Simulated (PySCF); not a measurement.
S⁺: excitation energy

S⁺ [Ne] 3s2 3p3 (4S) → S⁺ [Ne] 3s1 3p4 (4P), as a difference of total energies. Computed with PySCF 2.14 in x2c-QZVPPall with one added diffuse shell each of s, p, d, f type (10s7p5d3f1g, 86 functions), with scalar relativity by spin-free X2C-1e. Correlated levels: valence: [Ne] frozen. The calculations carry no spin-orbit coupling.

```json
{"method": "UHF", "excitation energy (cm⁻¹)": "84824", "error (cm⁻¹)": "+5213"}
{"method": "MP2 (valence)", "excitation energy (cm⁻¹)": "84842", "error (cm⁻¹)": "+5232"}
{"method": "SCS-MP2 (valence)", "excitation energy (cm⁻¹)": "84877", "error (cm⁻¹)": "+5266"}
{"method": "CCSD (valence)", "excitation energy (cm⁻¹)": "80762", "error (cm⁻¹)": "+1152"}
{"method": "CCSD(T) (valence)", "excitation energy (cm⁻¹)": "79627", "error (cm⁻¹)": "+16"}
```

Reference: 79610 cm⁻¹ (measured; NIST levels, between the centres of gravity of the two terms).

Errors of the correlated levels include the incompleteness of this basis and the frozen core.

The coupled-cluster amplitudes are large for the upper state (T1 above 0.03 or a double amplitude above 0.15), so a single reference is strained.
